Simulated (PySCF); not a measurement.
A GIAO shielding run with PySCF (density fitting, non-relativistic, gas phase) on SMILES COc1csc(CO[SiH3])c1, C6H10O2SSi:

```
$ OMP_NUM_THREADS=1 python probes_run.py task.json out

{"job": {"kind": "nmr", "xc": "PBE0", "basis": "pcSseg-1"}, "charge": 0, "multiplicity": 1}
C     -3.341385    -0.796996    -1.689545
O     -2.290142     0.134503    -1.608161
C     -1.426611    -0.007099    -0.572260
C     -1.419466    -0.972420     0.390360
S     -0.138813    -0.735212     1.519644
C      0.388882     0.688790     0.691892
C      1.593991     1.436235     1.153314
O      2.738796     1.119931     0.415794
Si     3.407191    -0.325760     0.109694
C     -0.380594     0.941544    -0.397468
H     -3.959298    -0.777299    -0.785708
H     -2.962450    -1.812503    -1.843305
H     -3.941333    -0.498734    -2.547475
H     -2.076782    -1.806666     0.524449
H      1.429762     2.513486     1.030253
H      1.774093     1.224302     2.214854
H      3.685385    -1.054958     1.350890
H      2.547641    -1.169723    -0.725066
H      4.598437     0.139726    -0.579648
H     -0.232454     1.769531    -1.065243
```

Hardware: 1 thread of an Arm Neoverse V1, shared host. The job also computes population analyses, field gradients, ring-centre shieldings.

Problem. How large is the calculation?

Solution. 92 electrons, 234 basis functions and 1258 auxiliary functions.

Problem. How long does it take, and how much memory does it need?

Solution. 63 s of wall time, with 15 SCF cycles and 5 response iterations; peak memory 0.99 GiB. Times on a shared host scatter by some tens of per cent.
